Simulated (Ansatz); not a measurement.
The numbers are results of CAM-B3LYP-D3(BJ)/def2-TZVP // PBE0-D3(BJ)/def2-SVP run with Ansatz (a quantum-chemistry and plane-wave program), not measurements. Gas-phase values, no solvent. One relaxed conformer stands for a flexible species; it need not be the lowest.  In the def2 sets, heavy atoms carry core potentials.

Reference species (SMILES): `[CH3][Sn]([Cl])([Cl])[Cl]` (neutral, multiplicity 1).

```json
{
  "LUMO": "-1.24 eV",
  "HOMO–LUMO gap": "9.17 eV",
  "HOMO": "-10.41 eV"
}
```

After one change: the LUMO falls by 0.18 eV; the HOMO–LUMO gap falls by 1.59 eV; the HOMO goes up by 1.41 eV.

Problem. What was changed between the two runs? The new species is one of these.
A. `F[C](F)(F)[Sn]([Cl])([Cl])[Cl]`
B. `C=C[CH2][Sn]([Cl])([Cl])[Cl]` (C–C–C–Sn torsion 99°)
C. `C[CH](C)[Sn]([Cl])([Cl])[Cl]`
D. `C=CC[CH2][Sn]([Cl])([Cl])[Cl]` (C–C–C–C torsion -116°, C–C–C–Sn torsion 180°)

Solution. B, `C=C[CH2][Sn]([Cl])([Cl])[Cl]` (C–C–C–Sn torsion 99°)
